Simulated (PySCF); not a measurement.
Stepwise substitution at one centre (In CH3-H). All species are isolated molecules in the gas phase. Strings in code marks are SMILES.

The four lowest singlet excitations (Tamm–Dancoff). All values below come from PBE-D3(BJ)/def2-TZVP // M06-2X/def2-TZVP (PySCF). Excitations are Tamm–Dancoff values on a coarser integration grid. The basis has no diffuse functions, so Rydberg states are missing or too high.

```json
[
 {"state": "S1", "energy (eV)": "4.21", "wavelength (nm)": "294", "oscillator strength": "0.001"},
 {"state": "S2", "energy (eV)": "4.55", "wavelength (nm)": "272", "oscillator strength": "0.000"},
 {"state": "S3", "energy (eV)": "6.46", "wavelength (nm)": "192", "oscillator strength": "0.028"},
 {"state": "S4", "energy (eV)": "6.50", "wavelength (nm)": "191", "oscillator strength": "0.317"}
]
```

Identify which member gives these states.
A) `[CH3][InH2]`
B) `[CH3][InH][CH3]`
C) `[CH3][In]([CH3])[CH3]`

A, `[CH3][InH2]`
